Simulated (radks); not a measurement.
Results of a calculation; reference values are marked as such.
Valence configurations of Si (all share [Ne]). Code: a radial shooting solver on a logarithmic mesh with Libxc functionals. Model: scalar-relativistic Kohn-Sham, r2SCAN, spin-polarised, spherical densities, finite nucleus; open shells are filled with parallel spins first; meta-GGA in the generalised Kohn-Sham scheme; Fermi nuclear charge, rms radius 3.1224 fm. Energies are relative to 3s2 3p2; eigenvalues in eV for spin up.

valence      E (eV)  moment (Bohr magnetons)   e(3p)    e(3s)
3s2 3p2       0.000                        2  -4.836  -11.963
3s1.5 3p2.5   2.106                        3  -5.372  -12.699
3s1 3p3       3.417                        4  -5.745  -13.193
3s0.5 3p3.5   9.105                        3  -6.122  -13.638
3p4          14.283                        2  -6.144        -

NIST lists [Ne] 3s2 3p2 as the ground configuration; this level of theory agrees among the configurations tried. The energies are those of spherical high-spin densities, not of single terms.
